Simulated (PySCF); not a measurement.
## BeI₂: how level, basis and relativity move the structure

Each row is its own optimisation.

Each entry is the lowest minimum that a search over a few typed start shapes (and spin states, where more than one is plausible) found, or that minimum re-optimised at the stated level; isomers with ligand–ligand bonds, or fragments after loss of a ligand pair, can lie lower. Open shells are unrestricted; no spin–orbit coupling; PySCF with density fitting.

| level | 2S+1 | point group | mean bond to Be (Å) | highest ω (cm⁻¹) | polar-tensor charge of Be | lowest ω (cm⁻¹) |
| --- | --- | --- | --- | --- | --- | --- |
| B3LYP/def2-TZVP (scalar-relativistic core potentials) | ? | ? | ? | ? | ? | ? |
| PBE/def2-TZVP (scalar-relativistic core potentials) | 1 | D∞h | 2.171 | 863 | 0.78 | 164 |
| PBE0/def2-TZVP (scalar-relativistic core potentials) | 1 | D∞h | 2.162 | 884 | 0.83 | 168 |

Fill in the row of B3LYP/def2-TZVP (scalar-relativistic core potentials).

2S+1: 1; point group: D∞h; mean bond to Be (Å): 2.170; highest ω (cm⁻¹): 866; polar-tensor charge of Be: 0.83; lowest ω (cm⁻¹): 165.

Across these levels the mean bond spreads over 0.009 Å and the highest wavenumber over 20 cm⁻¹; all give the same point group.

Levels that gave another bonding pattern or an unsound solution are left out.
